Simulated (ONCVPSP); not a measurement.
# zirconium (Zr), ONCV: configuration errors across variants

| Quantity | Value |
| --- | --- |
| Element | Zr (Z = 40) |
| Generator | ONCVPSP 4.0.1 |
| Type | optimised norm-conserving Vanderbilt (ONCV) |
| Functional | PBE |
| Relativity | scalar-relativistic |
| Frozen core | [Ar] 3d10 |
| Valence charge | 12 |
| Reference configuration | 4s2 4p6 4d2 5s2 |
| Partial waves | 4s+5s: rc 2.00 bohr, ncon 4, nbas 8, qcut 5.6 1/bohr, 2 projectors; 4p: rc 2.05 bohr, ncon 4, nbas 9, qcut 8.5 1/bohr, 2 projectors, debl 3.1 Ha; 4d: rc 2.25 bohr, ncon 4, nbas 9, qcut 8 1/bohr, 2 projectors, debl 3 Ha; f scattering state at 0.15 Ha: rc 2.30 bohr, ncon 3, nbas 6, qcut 4.2 1/bohr, 3 projectors, debl 3.5 Ha |
| Local potential | polynomial inside 1.25 bohr (lpopt 5, dvloc0 4 Ha) |
| Core correction | none |

All-electron excitation energies from the reference (eV): (1) 4s2 4p6 4d2 5s1 7.137; (2) 4s2 4p6 4d2 5s0 20.078; (3) 4s2 4p6 4d1 5s0 42.704; (4) 4s1 4p6 4d2 5s2 60.527.

A true bound ghost makes a file unfit for plane-wave use even where its test errors are small: the radial tests pick states by their node count and pass the ghost by.

Errors AE − PS in meV (a dash: test not solved or not reliable):

| change | (1) | (2) | (3) | (4) | bound ghosts | GHOST(+) flags above zero |
| --- | --- | --- | --- | --- | --- | --- |
| base | -1.6 | -6.3 | 0.0 | -184 | none | none |
| p: qcut 5.5 | -1.6 | -6.2 | +0.9 | -178 | none | none |
| p: qcut 6.2 | -1.6 | -6.2 | +0.9 | -178 | none | none |
| p: qcut 7.4 | -1.6 | -6.3 | +0.4 | -181 | none | none |
| p: qcut 8.8 | -1.6 | -6.3 | -0.1 | -184 | none | none |
| p: qcut 11.5 | -1.6 | -5.6 | +9.3 | -11 | p | none |
| p: qcut 12.6 | -1.6 | -3.9 | -5.3 | -32 | p | none |

(1) Give the same row for: p: qcut 10.3.

Answers

(1) -1.4, -5.0, -2.1, -181; bound ghosts: none; GHOST(+) flags above zero: none.
